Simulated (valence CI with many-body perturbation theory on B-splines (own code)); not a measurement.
# Yb XXXVIII: what the settings do

Calculated by configuration interaction combined with many-body perturbation theory (CI+MBPT): five valence electrons over a frozen Dirac-Fock core [Ar] 3d10, radial functions for each j: 6 s, 6 p, 5 d, 3 f, 1 g, with the one-electron correlation potential Σ1 (screened to all orders), the two-electron term Σ2, the three-electron term Σ3, Breit, model QED; selected single and double excitations, second order for the rest, scaled by the run's own slope (own B-spline code, finite nucleus).

No measured spectrum was set against this ion. As an estimate, large intervals hold to a few tenths of a per cent, small ones and those within an open d or f shell to about a per cent. Among the levels kept, up to 400 cm⁻¹ of a level comes from second order outside the variational space, and about a tenth of that is noise between levels of different J, which matters for small intervals.

The reference run has the lowest level (4s^2 4p1/2^2 4p3/2) J=3/2 and an ionisation energy of 1670.04 eV. Its largest variational space holds 10000 state functions.

Levels are named by their leading jj configuration (3d3/2^4 stands for four electrons in 3d with j = 3/2), which in mixed levels can hold well under half, so a name can repeat and another be missing. Letters in brackets count levels of one name in rising energy.

Changed runs:
A. logarithmic knot step 0.27 → 0.4
B. shift of the energy in Σ1 (hartree) 0 → -14.7
C. Davidson tolerance 2e-05 → 0.001
D. correlating orbitals by l 3 3 3 2 1 → 2 2 1 1 0; natural orbitals for correlation on → off (bad on purpose)

Excitation energies of the reference run in cm⁻¹, and shifts in cm⁻¹:

```csv
Level,Reference,A,B,C,D
(4s^2 4p1/2 4p3/2^2) J=3/2,523231,-1.1,-154,0,-428
(4s^2 4p1/2 4p3/2^2) J=5/2,563914,-1.1,-156,0,+149
(4s^2 4p1/2 4p3/2^2) J=1/2,614874,-0.8,-159,0,+520
(4s^2 4p1/2^2 4d3/2) J=3/2,1123450,-11,+109,0,+452
(4s^2 4p3/2^3) J=3/2,1145230,-2.1,-313,0,+156
(4s 4p1/2^2 4p3/2^2) J=5/2,1202620,-11,-49,0,-663
(4s^2 4p1/2^2 4d5/2) J=5/2,1323730,-11,+5.5,0,+887
(4s 4p1/2^2 4p3/2^2) J=1/2,1342320,-11,-78,0,+221
(4s 4p1/2^2 4p3/2^2) J=3/2,1361290,-12,-69,0,+285
(4s^2 4p1/2 4p3/2 4d3/2) J=3/2 [a],1645360,-12,-46,0,-173
(4s^2 4p1/2 4p3/2 4d3/2) J=5/2 [a],1646570,-12,-40,0,+65
(4s^2 4p1/2 4p3/2 4d3/2) J=1/2 [a],1649420,-12,-43,0,-233
Ionisation energy (eV),1670.04,-0.0041,-0.23,0,-0.23
```

No effect on these energies: C.
